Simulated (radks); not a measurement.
Fractional charge and spin in the 5s shell of tin: the spin-up occupation runs from 0 to 1 and the spin-down occupation from 0 to 1; the fullest corner is Sn, [Kr] 4d10 5p(up 1, down 1) 5s(up 1, down 1). Method: scalar-relativistic Kohn-Sham, r2SCAN, spin-polarised, spherical densities, finite nucleus; meta-GGA in the generalised Kohn-Sham scheme; Fermi nuclear charge, rms radius of each element as measured or else 0.836 A^(1/3) + 0.57 fm; computed with a radial shooting solver on a logarithmic mesh with Libxc functionals. Energy (eV) above the fullest corner. The planes named below are the two flat planes that join the four corners, with an edge along up + down = one added electron.

\begin{tabular}{lrrrrr}
down \ up & 0 & 0.25 & 0.5 & 0.75 & 1 \\ \hline
0 & 38.022 & 31.363 & 25.208 & 19.549 & 14.379 \\
0.25 & 31.363 & 25.319 & 19.766 & 14.699 & 10.111 \\
0.5 & 25.208 & 19.766 & 14.804 & 10.317 & 6.297 \\
0.75 & 19.549 & 14.699 & 10.317 & 6.399 & 2.932 \\
1 & 14.379 & 10.111 & 6.297 & 2.932 & 0.000 \\
\end{tabular}

Corners above the fullest one (they belong to Sn+ and the next ion): (up 1, down 0) 14.379 eV, (up 0, down 1) 14.379 eV, (up 0, down 0) 38.022 eV. With half an added electron in each spin the energy lies 0.425 eV from the planes, and with half an added electron in spin up alone -0.992 eV. The planes are only a guide here: the flat-plane condition holds for ground states with one frontier orbital, while this shell lies below other occupied shells, so the corners above the fullest one are inner-hole states and not the ground states of those ions.
